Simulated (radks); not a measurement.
Results of a calculation; reference values are marked as such.
Effect of the nuclear size on neutral europium, [Xe] 4f7 6s2. Code: a radial shooting solver on a logarithmic mesh with Libxc functionals. Model: Dirac Kohn-Sham, BLYP, spin-unpolarised, spherical densities, finite nucleus; open shells are shared between the two j in proportion to 2j + 1; Fermi nuclear charge, rms radius 5.1115 fm. The rms radius is varied about that value; shifts are against it.

rms radius (fm),total energy shift (eV),density at nucleus (e/bohr^3),1s1/2 shift (meV),2s1/2 shift (meV),5s1/2 shift (meV),5p1/2 shift (meV),6s1/2 shift (meV),4f7/2 shift (meV),6p1/2 (empty) shift (meV)
4.5288,-4.04,5.97e+05,-1670,-213,-1.57,0.202,-0.069,0.320,0.056
4.8457,-1.89,5.871e+05,-779,-99.5,-0.734,0.094,-0.032,0.149,0.026
5.1115,0,5.794e+05,0.000,0.000,0.000,0.000,0.000,0.000,0.000
5.5409,3.21,5.68e+05,1320,169,1.25,-0.160,0.055,-0.254,-0.045
6.2923,9.29,5.504e+05,3830,490,3.61,-0.464,0.158,-0.736,-0.130

Slopes of the eigenvalues against <r^2> in GHz/fm^2, as finite differences over the two radii next to the reference (eigenvalue slopes, not the field-shift constants of lines): 1s1/2 70500, 2s1/2 9000, 5s1/2 66.4, 5p1/2 -8.53, 6s1/2 2.90, 4f7/2 -13.5, 6p1/2 (empty) -2.38.
